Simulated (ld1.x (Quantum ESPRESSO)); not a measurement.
## calcium (Ca), PAW: configuration errors across variants

ld1.x (Quantum ESPRESSO) 7.5 input, shortened:

```
&input
   title='Ca', zed=20., rel=1, dft='PZ', iswitch=3,
   config='[Ar] 3d0 4s0 4p0'
 /
 &inputp
   pseudotype=3, lpaw=.true., tm=.true., lloc=-1, rcloc=1.40,
   nlcc=.true.,
   which_augfun='BESSEL', rmatch_augfun=1.30
 /
6
3S  1  0   2.00   0.00  1.70  1.80  0.0
4S  2  0   0.00   0.00  1.70  1.80  0.0
3P  2  1   6.00   0.00  1.90  2.20  0.0
4P  3  1   0.00   0.00  1.90  2.20  0.0
3D  3  2   0.00   0.00  1.35  1.45  0.0
3D  3  2   0.00   0.05  1.35  1.45  0.0
 &test
   configts(1)='3s2 3p6 3d0 4s0 4p0'
 /
```

All-electron excitation energies from the reference (eV): (1) 3s2 3p6 3d0 4s2 4p0 -18.413; (2) 3s2 3p6 3d0 4s1 4p0 -11.950; (3) 3s2 3p6 3d0 4s1.5 4p0 -15.846.

The overlap operator is not positive definite (basis up to 400 Ry) in “base”, “all radii but the core radius scaled by about 0.82 (s 1.48, p 1.80, d 1.18 bohr, rcut 1.40/1.56/1.10); local potential all-electron potential smoothed inside 1.14 bohr (lloc = -1); augmentation BESSEL, radius 1.06 bohr”, “all radii but the core radius scaled by about 0.91 (s 1.64, p 2.02, d 1.32 bohr, rcut 1.56/1.74/1.24); local potential all-electron potential smoothed inside 1.28 bohr (lloc = -1); augmentation BESSEL, radius 1.18 bohr”, “all radii but the core radius scaled by about 0.94 (s 1.70, p 2.08, d 1.36 bohr, rcut 1.60/1.80/1.28); local potential all-electron potential smoothed inside 1.32 bohr (lloc = -1); augmentation BESSEL, radius 1.22 bohr”, “all radii but the core radius scaled by about 1.31 (s 2.36, p 2.88, d 1.90 bohr, rcut 2.22/2.48/1.76); local potential all-electron potential smoothed inside 1.84 bohr (lloc = -1); augmentation BESSEL, radius 1.70 bohr”, “all radii but the core radius scaled by about 1.40 (s 2.52, p 3.08, d 2.04 bohr, rcut 2.38/2.66/1.90); local potential all-electron potential smoothed inside 1.96 bohr (lloc = -1); augmentation BESSEL, radius 1.82 bohr”. Such files are unfit for use, however small their errors in these radial tests.

Tests that are not counted but printed errors over 1 eV. “all radii but the core radius scaled by about 1.12 (s 2.00, p 2.46, d 1.62 bohr, rcut 1.90/2.12/1.50); local potential all-electron potential smoothed inside 1.56 bohr (lloc = -1); augmentation BESSEL, radius 1.44 bohr”: 3s2 3p6 3d0 4s1 4p1 (solver errors, printed error -3.6 eV). “all radii but the core radius scaled by about 1.31 (s 2.36, p 2.88, d 1.90 bohr, rcut 2.22/2.48/1.76); local potential all-electron potential smoothed inside 1.84 bohr (lloc = -1); augmentation BESSEL, radius 1.70 bohr”: 3s1 3p6 3d0 4s2 4p0 (solver errors, printed error -867 eV).

Errors AE − PS in meV (a dash: test not solved or not reliable):

```tsv
change	(1)	(2)	(3)	bound ghosts
base	+2.3	+1.1	+1.8	not determined (overlap not positive)
all radii but the core radius scaled by about 0.77 (s 1.38, p 1.68, d 1.12 bohr, rcut 1.30/1.46/1.04); local potential all-electron potential smoothed inside 1.08 bohr (lloc = -1); augmentation BESSEL, radius 1.00 bohr	+0.4	+0.2	+0.3	none
all radii but the core radius scaled by about 0.82 (s 1.48, p 1.80, d 1.18 bohr, rcut 1.40/1.56/1.10); local potential all-electron potential smoothed inside 1.14 bohr (lloc = -1); augmentation BESSEL, radius 1.06 bohr	+0.6	+0.3	+0.5	not determined (overlap not positive)
all radii but the core radius scaled by about 0.91 (s 1.64, p 2.02, d 1.32 bohr, rcut 1.56/1.74/1.24); local potential all-electron potential smoothed inside 1.28 bohr (lloc = -1); augmentation BESSEL, radius 1.18 bohr	0.0	+0.2	+0.1	not determined (overlap not positive)
all radii but the core radius scaled by about 0.94 (s 1.70, p 2.08, d 1.36 bohr, rcut 1.60/1.80/1.28); local potential all-electron potential smoothed inside 1.32 bohr (lloc = -1); augmentation BESSEL, radius 1.22 bohr	+1.0	+0.5	+0.8	not determined (overlap not positive)
all radii but the core radius scaled by about 1.12 (s 2.00, p 2.46, d 1.62 bohr, rcut 1.90/2.12/1.50); local potential all-electron potential smoothed inside 1.56 bohr (lloc = -1); augmentation BESSEL, radius 1.44 bohr	+0.6	+0.4	+0.6	none
all radii but the core radius scaled by about 1.25 (s 2.24, p 2.74, d 1.82 bohr, rcut 2.12/2.38/1.68); local potential all-electron potential smoothed inside 1.74 bohr (lloc = -1); augmentation BESSEL, radius 1.62 bohr	+0.2	+0.4	+0.4	none
all radii but the core radius scaled by about 1.31 (s 2.36, p 2.88, d 1.90 bohr, rcut 2.22/2.48/1.76); local potential all-electron potential smoothed inside 1.84 bohr (lloc = -1); augmentation BESSEL, radius 1.70 bohr	-1.2	0.0	-0.5	not determined (overlap not positive)
all radii but the core radius scaled by about 1.40 (s 2.52, p 3.08, d 2.04 bohr, rcut 2.38/2.66/1.90); local potential all-electron potential smoothed inside 1.96 bohr (lloc = -1); augmentation BESSEL, radius 1.82 bohr	-5.2	-1.1	-3.1	not determined (overlap not positive)
```

**Question.** Give the same row for: all radii but the core radius scaled by about 1.19 (s 2.14, p 2.62, d 1.74 bohr, rcut 2.02/2.26/1.62); local potential all-electron potential smoothed inside 1.68 bohr (lloc = -1); augmentation BESSEL, radius 1.56 bohr.

**Answer.** +0.8, +0.6, +0.7; bound ghosts: none.
